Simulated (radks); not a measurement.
Values are calculated unless marked as measured or tabulated.
Task: The mean radii <r> (bohr) of the occupied orbitals of an atom or ion are listed with their occupations. Code: a radial shooting solver on a logarithmic mesh with Libxc functionals. Model: scalar-relativistic Kohn-Sham, PW91, spin-unpolarised, spherical densities, finite nucleus; Fermi nuclear charge, rms radius of each element as measured or else 0.836 A^(1/3) + 0.57 fm.

| orbital | occ. | <r> |
|---|---|---|
| 1s | 2 | 0.07304 |
| 2s | 2 | 0.3433 |
| 2p | 6 | 0.3073 |
| 3s | 2 | 1.054 |
| 3p | 5 | 1.127 |
| 3d | 1 | 1.378 |
| 4p | 1 | 3.357 |

Name the element and its charge.

Result: Z = 21, scandium, charge +2: Sc2+ in [Ne] 3s2 3p5 3d1 4p1. The 1s radius gives Z: for a bare nucleus <r> = (2 gamma + 1)/(2Z) with gamma = sqrt(1 - (Z/c)^2), 0.07087 bohr for Z = 21, and screening makes it slightly larger (0.07304 here). The occupations add up to 19, and the charge is Z minus that.
